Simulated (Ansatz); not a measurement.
One change: `FC#C[CH2][GeH3]` becomes `BCC#CF`.

Ansatz, PBE0-D4/def2-TZVP geometries, multiplicity 1. 

Scalar relativity is left out up to krypton.

```tsv
property	`FC#C[CH2][GeH3]`
LUMO energy (ωB97M-V/def2-TZVPP) / eV	2.15
HOMO energy (PBE/def2-TZVPP) / eV	-6.09
size of the dipole moment (ωB97M-V/def2-TZVPP) / D	1.18
HOMO energy (ωB97M-V/def2-TZVPP) / eV	-9.50
HOMO–LUMO gap (PBE/def2-TZVPP) / eV	5.93
size of the dipole moment (PBE/def2-TZVPP) / D	1.00
```

What does the change do to each property? (Best estimate.)

Computed: 
| property | `BCC#CF` | shift |
| --- | --- | --- |
| LUMO energy (ωB97M-V/def2-TZVPP) / eV | 0.33 | -1.82 |
| HOMO energy (PBE/def2-TZVPP) / eV | -6.18 | -0.09 |
| size of the dipole moment (ωB97M-V/def2-TZVPP) / D | 1.26 | 0.08 |
| HOMO energy (ωB97M-V/def2-TZVPP) / eV | -9.74 | -0.24 |
| HOMO–LUMO gap (PBE/def2-TZVPP) / eV | 3.54 | -2.39 |
| size of the dipole moment (PBE/def2-TZVPP) / D | 1.12 | 0.12 |

With PBE0 the HOMO falls by 0.16 eV and the LUMO falls by 2.22 eV, so the gap narrows by about 2.06 eV. PBE moves the HOMO by -0.09 eV and ωB97M-V by -0.24 eV. Dipoles are sizes alone; their direction can turn.
